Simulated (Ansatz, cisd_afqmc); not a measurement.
System: In, charge 0, doublet.

Total energies in def2-TZVPPD, 3 correlated electrons, 9 frozen orbitals. UHF or UKS for unpaired electrons; spin-orbit terms are left out. Correlated methods leave the cores frozen (noble-gas shells, and filled d and f shells in the p block). Past Kr the def2 sets carry scalar-relativistic core potentials. AFQMC is phaseless with a CISD trial state; ± is one standard error, without the phaseless bias. Outlying blocks are dropped, and bars are widened where a walk drifts. Over all cases where full CI ran beside it in this data, AFQMC minus full CI had a median of +0.1 mEh and passed +0.4 mEh in a tenth of the cases. Spin-orbit terms, left out, reach several kcal/mol for Br and I, and more for heavier atoms.

```json
[
 {"method": "HF", "program": "Ansatz", "energy (Eh)": "-189.21009", "minus CCSDT (mEh)": "42.45"},
 {"method": "MP2", "program": "Ansatz", "energy (Eh)": "-189.24005", "minus CCSDT (mEh)": "12.49"},
 {"method": "CCSD", "program": "Ansatz", "energy (Eh)": "-189.25154", "minus CCSDT (mEh)": "1.00"},
 {"method": "CCSD(T)", "program": "Ansatz", "energy (Eh)": "-189.25228", "minus CCSDT (mEh)": "0.26"},
 {"method": "CCSDT", "program": "Ansatz", "energy (Eh)": "-189.25254", "minus CCSDT (mEh)": "0.00"},
 {"method": "AFQMC/CISD", "program": "cisd_afqmc", "energy (Eh)": "-189.2524 ± 0.0001", "minus CCSDT (mEh)": "0.1 ± 0.1"}
]
```

Ansatz is an electronic-structure program.
